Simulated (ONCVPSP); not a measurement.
**Configuration tests for gadolinium (ONCV)**

```
Element                 : gadolinium (Gd)
Generator               : ONCVPSP 4.0.1
Type                    : optimised norm-conserving Vanderbilt (ONCV)
Functional              : PBEsol
Relativity              : non-relativistic
Frozen core             : [Kr] 4d10
Valence charge          : 18
Reference configuration : 4f6.5 5s2 5p6 5d1.5 6s2
Partial waves           : 5s+6s: rc 2.25 bohr, ncon 3, nbas 7, qcut 4.9 1/bohr, 2 projectors; 5p: rc 2.15 bohr, ncon 4, nbas 9, qcut 7 1/bohr, 3 projectors, debl 1.5 Ha; 5d: rc 2.00 bohr, ncon 5, nbas 9, qcut 4.3 1/bohr, 3 projectors, debl 2.3 Ha; 4f: rc 1.00 bohr, ncon 3, nbas 8, qcut 13.8 1/bohr, 2 projectors, debl 1.6 Ha
Local potential         : polynomial inside 0.75 bohr (lpopt 5, dvloc0 6 Ha)
Core correction         : none
```

Energies are relative to the spin-unpolarised reference configuration 4f6.5 5s2 5p6 5d1.5 6s2; without spin polarisation the order of configurations can differ from experiment.

```csv
valence configuration,charge,ΔE all-electron (eV),error AE − PS (meV)
4f7 5s2 5p6 5d1 6s2,0,-5.630,+0.9
4f7 5s2 5p6 5d1 6s1,+1,0.562,+18
4f7 5s2 5p6 5d1 6s0,+2,11.804,+45
```

Problem. What are ΔE and the potential's error for 4f6 5s2 5p6 5d2 6s1?

Solution. ΔE = 13.662 eV all-electron; the error (AE − PS) is -40 meV.

Note: ghosts flagged at negative energy: s at -391.7 eV; GHOST(+) flagged for p at 2.93 eV, d at 234.7 eV. A true bound ghost makes a file unfit for plane-wave use.
